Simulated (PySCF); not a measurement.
Computed IR spectrum (relative IR intensity) of a molecule C3H6F2O. Geometry optimised at PBE-D3(BJ)/def2-SVP. The values are those of a single conformer. Computed with PBE-D3(BJ)/def2-SVP in PySCF 2.14.0. Harmonic, unscaled wavenumbers; measured fundamentals usually lie a few per cent lower.

ν (cm⁻¹): 571 (w), 778 (vw), 902 (m), 927 (w), 1096 (w), 1140 (m), 1160 (m), 1225 (vs), 1240 (m), 1355 (m), 1411 (vw), 1427 (w), 2941 (w), 3026 (w), 3089 (vw) (against the strongest line: vs over 80 %, s over 45 %, m over 15 %, w over 4 %, vw less)

### Question
Which structure fits?
A) OCCC(F)F
B) COC(C)(F)F
C) CC(F)(F)CO
D) COCC(F)F

### Answer
B, COC(C)(F)F
